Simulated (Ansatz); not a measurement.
The inner images of a band of BrF₄HHf (7 atoms, charge 0, multiplicity 1) are given out of order.

All numbers below come from RKS BHLYP-D4/def2-SVP in Ansatz 0.2.0.

Initial state:

```xyz
7
Properties=species:S:1:pos:R:3
Hf 0.072 0.000 -0.027
F 0.256 0.000 1.884
F 1.874 0.000 -0.623
F -0.651 1.596 -0.782
F -0.651 -1.596 -0.782
Br -2.831 0.000 1.280
H -2.203 0.000 2.552
```

Final state:

```xyz
7
Properties=species:S:1:pos:R:3
Hf -0.435 0.000 -0.107
F -0.113 0.000 2.192
F 1.446 0.000 0.192
F -0.633 1.528 -1.199
F -0.633 -1.528 -1.199
Br -2.771 0.000 1.097
H -0.995 0.000 2.526
```

Task: Put them in order from the first end to the last, with their energies above the first end.
A.
```xyz
7
Properties=species:S:1:pos:R:3
Hf -0.094 0.000 -0.005
F 0.046 0.000 1.946
F 1.774 0.000 -0.291
F -0.684 1.569 -0.908
F -0.684 -1.569 -0.908
Br -2.814 0.000 1.394
H -1.676 0.000 2.273
```
B.
```xyz
7
Properties=species:S:1:pos:R:3
Hf -0.173 0.000 0.003
F -0.020 0.000 1.996
F 1.704 0.000 -0.184
F -0.681 1.562 -0.955
F -0.681 -1.562 -0.955
Br -2.768 0.000 1.400
H -1.514 0.000 2.196
```
C.
```xyz
7
Properties=species:S:1:pos:R:3
Hf -0.326 0.000 -0.042
F -0.145 0.000 2.129
F 1.578 0.000 -0.035
F -0.665 1.569 -1.033
F -0.665 -1.569 -1.033
Br -2.750 0.000 1.263
H -1.159 0.000 2.251
```
D.
```xyz
7
Properties=species:S:1:pos:R:3
Hf -0.248 0.000 -0.011
F -0.110 0.000 2.065
F 1.643 0.000 -0.115
F -0.675 1.563 -0.988
F -0.675 -1.563 -0.988
Br -2.746 0.000 1.364
H -1.323 0.000 2.175
```
E.
```xyz
7
Properties=species:S:1:pos:R:3
Hf 0.027 0.000 -0.026
F 0.163 0.000 1.895
F 1.858 0.000 -0.521
F -0.662 1.591 -0.820
F -0.662 -1.591 -0.820
Br -2.843 0.000 1.320
H -2.014 0.000 2.473
```
F.
```xyz
7
Properties=species:S:1:pos:R:3
Hf -0.026 0.000 -0.017
F 0.098 0.000 1.915
F 1.827 0.000 -0.408
F -0.676 1.581 -0.861
F -0.676 -1.581 -0.861
Br -2.842 0.000 1.361
H -1.838 0.000 2.372
```
G.
```xyz
7
Properties=species:S:1:pos:R:3
Hf -0.393 0.000 -0.076
F -0.123 0.000 2.163
F 1.505 0.000 0.085
F -0.652 1.559 -1.109
F -0.652 -1.559 -1.109
Br -2.753 0.000 1.172
H -1.065 0.000 2.374
```

Result: E (+0.3 kcal/mol), F (+1.5 kcal/mol), A (+3.9 kcal/mol), B (+7.8 kcal/mol), D (+11.2 kcal/mol), C (+8.0 kcal/mol), G (+5.3 kcal/mol).

Run time: 2.9 min on 4 threads of AMD EPYC 7R43 64-Core Processor (Zen 3), with other jobs on the host, peak memory 0.38 GiB.
